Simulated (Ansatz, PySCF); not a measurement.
C2H7BeNS, SMILES C[N](C)[Be][SH]. Atoms are numbered in the order given.

```xyz
12

Be    -0.1961     0.4016     0.0998
N      0.5112    -0.8701    -0.2884
C      1.6769    -1.3852     0.4012
C      0.0956    -1.7179    -1.3876
H      1.4892    -2.3904     0.8305
H      2.5467    -1.4801    -0.2802
H      1.9732    -0.7198     1.2279
H      0.8973    -1.8272    -2.1459
H     -0.1666    -2.7388    -1.0425
H     -0.7885    -1.3008    -1.8961
S     -1.0713     2.0342     0.5683
H     -1.9248     1.4376     1.4329
```

Coordinates come from a r2SCAN-D4/def2-SVP optimisation. The structure was generated by enumeration; whether it is a known compound was not checked. The values are those of a single conformer.

Two levels are set side by side: PBE-D3(BJ)/def2-SVP (Ansatz, an electronic-structure program) and r2SCAN-D4/def2-SVP (Ansatz). Each level has its own optimised geometry; the coordinates shown are those of the second. Frequencies come from the Hessian of PySCF at each geometry. Differences are taken from unrounded values.

| quantity | r2SCAN-D4 | PBE-D3(BJ) | PBE-D3(BJ) minus r2SCAN-D4 |
|---|---|---|---|
| mean bond length (Å) | 1.301 | 1.307 | 0.006 |
| bond Be1–N2 (Å) | 1.506 | 1.510 | 0.004 |
| bond Be1–S11 (Å) | 1.911 | 1.912 | 0.002 |
| bond N2–C3 (Å) | 1.449 | 1.452 | 0.003 |
| bond N2–C4 (Å) | 1.449 | 1.452 | 0.003 |
| bond C3–H5 (Å) | 1.109 | 1.117 | 0.008 |
| bond C3–H6 (Å) | 1.109 | 1.117 | 0.008 |
| bond C3–H7 (Å) | 1.102 | 1.109 | 0.007 |
| bond C4–H8 (Å) | 1.109 | 1.117 | 0.008 |
| bond C4–H9 (Å) | 1.109 | 1.117 | 0.008 |
| bond C4–H10 (Å) | 1.102 | 1.109 | 0.007 |
| bond S11–H12 (Å) | 1.354 | 1.365 | 0.011 |
| highest harmonic wavenumber (cm⁻¹) | 3107 | 3039 | -69 |
| mean harmonic wavenumber (cm⁻¹) | 1360 | 1326 | -34 |
| zero-point energy (kcal/mol) | 58.34 | 56.88 | -1.46 |
